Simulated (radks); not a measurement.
Values are calculated unless marked as measured or tabulated.
Removal energies from the molybdenum ion Mo12+, [Ar] 3d10 4s2, by Delta-SCF beside the eigenvalue of the level emptied. Level of theory: Dirac Kohn-Sham, relativistic LDA (MacDonald-Vosko exchange, VWN5 correlation), spin-unpolarised, spherical densities, finite nucleus; Fermi nuclear charge, rms radius of each element as measured or else 0.836 A^(1/3) + 0.57 fm (a radial shooting solver on a logarithmic mesh with Libxc functionals). Sub-shells are occupied by j as written (lower j first in brackets).

removed from                   final configuration  Delta-SCF (eV)  -eigenvalue (eV)
4s1/2                                [Ar] 3d10 4s1          281.51            270.16
3d5/2                  [Ar] 3d(3/2: 4, 5/2: 5) 4s2          482.56            457.60
3d3/2                  [Ar] 3d(3/2: 3, 5/2: 6) 4s2          486.13            461.04
3p3/2         [Ne] 3s2 3p(1/2: 2, 3/2: 3) 3d10 4s2          633.85            609.94
